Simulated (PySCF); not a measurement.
C₄H₁₀Si₂, SMILES C(=C\[SiH2]C=C)/[SiH3]. Atoms are numbered in the order given.

```xyz
16

C      3.6195    -0.9130    -0.0917
C      2.5614    -0.3149     0.4732
Si     1.2941     0.6829    -0.4819
C     -0.4124    -0.0932    -0.3420
C     -1.4812     0.5158     0.2081
Si    -3.1798    -0.2670     0.3667
H      3.8169    -0.8412    -1.1676
H      4.3391    -1.5003     0.4905
H      2.4213    -0.4287     1.5571
H      1.1948     2.0739     0.0539
H      1.7343     0.7235    -1.9095
H     -0.5352    -1.1183    -0.7231
H     -1.3551     1.5401     0.5906
H     -4.2055     0.5443    -0.3557
H     -3.5944    -0.3423     1.8002
H     -3.1405    -1.6423    -0.2093
```
Charge 0, spin multiplicity 1.

Geometry optimised at B3LYP-D3(BJ)/def2-SVP. The structure was generated by enumeration; whether it is a known compound was not checked. Other conformers were not sampled.

Computed with PBE/pcSseg-1 (PySCF).

GIAO shieldings, no solvent; atoms alike by connectivity are averaged. δ = σ(ref) − σ: ¹³C against TMS (σ = 182.0 ppm); ²⁹Si against TMS (σ = 335.4 ppm); ¹H against TMS (σ = 31.49 ppm), references at their B3LYP-D3(BJ)/def2-TZVP geometries, non-relativistic.

**Question.** Estimate the chemical shifts. (The exact figures need the calculation; the answer reports its results.)

**Answer.** 
```
nucleus          atoms  count  δ (ppm)
-------  -------------  -----  -------
¹³C                 C4      1    160.8
¹³C                 C5      1    154.8
¹³C                 C1      1    146.1
¹³C                 C2      1    142.3
²⁹Si               Si3      1    -32.6
²⁹Si               Si6      1    -68.3
¹H                 H12      1     7.37
¹H                 H13      1     7.32
¹H              H7, H8      2     6.61
¹H                  H9      1     6.60
¹H            H10, H11      2     4.87
¹H       H14, H15, H16      3     4.54
```
